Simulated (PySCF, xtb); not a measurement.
Si(F)4(OH2)2 (F4H4O2Si), SMILES O->[Si](<-O)(F)(F)(F)F (connectivity only; charge and spin as stated), neutral, multiplicity 1. Other conformers were not sampled.

Harmonic wavenumbers (cm⁻¹) from GFN2-xTB (xtb) at its own minimum, in rising order: 31, 91, 110, 155, 174, 177, 190, 208, 252, 280, 317, 331, 338, 536, 538, 568, 601, 675, 799, 887, 947, 1448, 1453, 3592, 3594, 3595, 3598.

Question: What does PBE0-D3(BJ)/def2-SVP (PySCF) give at its own minimum? (An estimate is asked for; the answer gives what the named calculation found.)

Answer: 60, 149, 189, 220, 240, 284, 319, 329, 337, 341, 399, 407, 434, 645, 667, 680, 753, 770, 855, 933, 987, 1581, 1590, 3800, 3803, 3900, 3901. Paired by order, the mean absolute difference is 114 cm⁻¹ and the zero-point energies are 36.4 and 40.8 kcal/mol.
